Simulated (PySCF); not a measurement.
**Nonlinear optical response: `CCCC[C@H](C)C=O`, C$_{7}$H$_{14}$O**

Molfile (atoms numbered from 1):
```
C7H14O
     RDKit          3D

 22 21  0  0  0  0  0  0  0  0999 V2000
    3.3555   -0.2248   -0.5780 C   0  0  0  0  0  0  0  0  0  0  0  0
    2.1170    0.1023    0.2403 C   0  0  0  0  0  0  0  0  0  0  0  0
    0.8229   -0.0117   -0.5533 C   0  0  0  0  0  0  0  0  0  0  0  0
   -0.4162    0.3213    0.2658 C   0  0  0  0  0  0  0  0  0  0  0  0
   -1.7251    0.2366   -0.5086 C   0  0  2  0  0  0  0  0  0  0  0  0
   -2.9017    0.8763    0.2332 C   0  0  0  0  0  0  0  0  0  0  0  0
   -2.1039   -1.1822   -0.8631 C   0  0  0  0  0  0  0  0  0  0  0  0
   -1.5266   -2.1712   -0.4989 O   0  0  0  0  0  0  0  0  0  0  0  0
    3.3107   -1.2523   -0.9734 H   0  0  0  0  0  0  0  0  0  0  0  0
    4.2747   -0.1385    0.0212 H   0  0  0  0  0  0  0  0  0  0  0  0
    3.4558    0.4540   -1.4404 H   0  0  0  0  0  0  0  0  0  0  0  0
    2.2030    1.1233    0.6539 H   0  0  0  0  0  0  0  0  0  0  0  0
    2.0619   -0.5699    1.1146 H   0  0  0  0  0  0  0  0  0  0  0  0
    0.8733    0.6596   -1.4307 H   0  0  0  0  0  0  0  0  0  0  0  0
    0.7306   -1.0356   -0.9514 H   0  0  0  0  0  0  0  0  0  0  0  0
   -0.4777   -0.3613    1.1308 H   0  0  0  0  0  0  0  0  0  0  0  0
   -0.3173    1.3398    0.6799 H   0  0  0  0  0  0  0  0  0  0  0  0
   -1.6195    0.7625   -1.4786 H   0  0  0  0  0  0  0  0  0  0  0  0
   -2.7178    1.9483    0.3957 H   0  0  0  0  0  0  0  0  0  0  0  0
   -3.8439    0.7785   -0.3285 H   0  0  0  0  0  0  0  0  0  0  0  0
   -3.0444    0.4048    1.2183 H   0  0  0  0  0  0  0  0  0  0  0  0
   -3.0253   -1.2645   -1.5015 H   0  0  0  0  0  0  0  0  0  0  0  0
  1  2  1  0
  2  3  1  0
  3  4  1  0
  4  5  1  0
  5  6  1  0
  5  7  1  0
  7  8  2  0
  1  9  1  0
  1 10  1  0
  1 11  1  0
  2 12  1  0
  2 13  1  0
  3 14  1  0
  3 15  1  0
  4 16  1  0
  4 17  1  0
  5 18  1  6
  6 19  1  0
  6 20  1  0
  6 21  1  0
  7 22  1  0
M  END
```

Computed, not measured: quadratic response CAM-B3LYP/aug-cc-pVDZ first hyperpolarisability, Taylor convention, gas phase (PySCF 2.14.0). Geometry: PBE0-D3(BJ)/def2-SVP.

**Question.** Give β for the processes computed.

**Answer.** In 10⁻³⁰ esu, Taylor convention; the vector part is βᵢ = ⅓ Σⱼ (βᵢⱼⱼ + βⱼᵢⱼ + βⱼⱼᵢ); β∥ is 3/5 of the vector part along the dipole, the dipole points from − to +:
| process | λ (nm) | β vector norm | β∥ | β HRS | depolarisation ratio |
| --- | --- | --- | --- | --- | --- |
| static β(0;0,0) | ∞ | 1.10 | -0.54 | 0.43 | 6.37 |
| second harmonic β(−2ω;ω,ω) | 1907 | 1.15 | -0.56 | 0.45 | 6.34 |
| Pockels β(−ω;ω,0) | 1907 | 1.12 | -0.54 | – | – |
| second harmonic β(−2ω;ω,ω) | 1064 | 1.27 | -0.60 | 0.50 | 6.26 |
| Pockels β(−ω;ω,0) | 1064 | 1.16 | -0.56 | – | – |

**Question.** Which lowest excitations, dipole and polarisabilities go with it?

**Answer.** S1 4.28 eV (f = 0.000); S2 6.65 eV (f = 0.025); S3 7.21 eV (f = 0.009); dipole 2.70 D; isotropic α 90.8 au static, 91.0 au at 1907 nm, 91.5 au at 1064 nm, 91.6 au at 953.5 nm, 93.5 au at 532 nm.
